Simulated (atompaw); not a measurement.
Logarithmic derivatives: bismuth (Bi), PAW (atompaw)

```json
{
  "Element": "bismuth (Bi)",
  "Generator": "atompaw 4.2.0.5",
  "Type": "PAW",
  "Functional": "PBEsol",
  "Relativity": "scalar-relativistic",
  "Frozen core": "[Xe] 4f14 5d10",
  "Valence charge": "5",
  "Reference configuration": "6s1 6p4",
  "Partial waves": "6s (bound): rc 2.55 bohr; 6s channel at 0.95 Ry: rc 2.55 bohr; 6p (bound): rc 2.55 bohr; 6p channel at -0.05 Ry: rc 2.55 bohr; 6d channel at -0.15 Ry: rc 2.55 bohr; 6d channel at 0.55 Ry: rc 2.55 bohr",
  "Local potential": "ultrasoft scheme with l = 3 at -0.5 Ry, radius 2.10 bohr",
  "Core correction": "smooth core density matched at 1.70 bohr",
  "Augmentation charge": "besselshape compensation charge, radius 2.25 bohr; PAW radius 2.55 bohr; waves and projectors: custom polynom2 7 10 vanderbiltortho"
}
```

The phase is arctan(r·u′/u) with u = r·R(r), unwrapped; energies in Ry, scanned from -3 to 5 Ry. A pole is an energy at which the radial function vanishes at the test radius. The pseudo phase is shifted by a multiple of π to meet the all-electron one at the reference energy, and phase errors are pseudo minus all-electron; the curves can meet again beyond the range given. Levels narrower than the energy grid can be missing from the lists of poles.

Q: For each channel, where are the poles, and over which energies does the pseudopotential scatter like the atom?

A:

```
channel  radius (bohr)  reference energy (Ry)  poles, all-electron  poles, pseudo  unbroken range about the reference energy with phases within 0.05 rad  phase error 1 Ry above the reference energy (rad)
      s           2.55                  -1.14                 0.09     0.08, 0.62                                                              below 0.6                                             -0.001
      p           2.55                  -0.39                 1.91     1.89, 4.01                                                              below 3.3                                             -0.000
      d           2.55                  -0.15          -1.99, 4.81          -1.53                                                             above -1.4                                             +0.000
```

Note: ghost state, extra bound levels that the all-electron valence spectrum of the same l lacks: d at -21.7 eV. A true bound ghost makes a file unfit for plane-wave use.

Phases in the s channel:

| E (Ry) | all-electron | pseudo |
| --- | --- | --- |
| -3.00 | 1.225 | 1.223 |
| -2.52 | 1.129 | 1.126 |
| -2.04 | 0.902 | 0.898 |
| -1.56 | 0.077 | 0.074 |
| -1.08 | -1.076 | -1.076 |
| -0.60 | -1.407 | -1.408 |
| -0.12 | -1.536 | -1.537 |
| 0.36 | -1.609 | -1.611 |
| 0.84 | -1.664 | -4.805 |
| 1.32 | -1.713 | -4.854 |
| 1.80 | -1.765 | -4.905 |
| 2.28 | -1.830 | -4.967 |
| 2.76 | -1.926 | -5.055 |
| 3.24 | -2.096 | -5.204 |
| 3.72 | -2.477 | -5.521 |
| 4.20 | -3.328 | -6.266 |
| 4.68 | -4.032 | -7.068 |
